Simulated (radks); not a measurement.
Coulomb parameter of the 4d shell of the palladium ion Pd+ in the model configuration [Kr] 4d8 5p1, as a second difference U = [E(n + 0.25) + E(n - 0.25) - 2 E(n)] / (0.25)^2 with all orbitals relaxed. "Bare": the charge of the atom changes with n. "Screened": the 5p shell takes up the change at fixed total charge, which measures U(4d,4d) + U(5p,5p) - 2 U(4d,5p). Calculated with a radial shooting solver on a logarithmic mesh with Libxc functionals: Dirac Kohn-Sham, PBE, spin-unpolarised, spherical densities, point nucleus; open shells are shared between the two j in proportion to 2j + 1.

| case | configuration | E - E(n) (eV) |
|---|---|---|
| start | [Kr] 4d8 5p1 | 0.000 |
| bare +0.25 | [Kr] 4d8.25 5p1 | -4.470 |
| bare -0.25 | [Kr] 4d7.75 5p1 | 5.226 |
| screened +0.25 | [Kr] 4d8.25 5p0.75 | -2.751 |
| screened -0.25 | [Kr] 4d7.75 5p1.25 | 2.952 |

U(bare) = 12.101 eV, U(screened by 5p) = 3.201 eV.
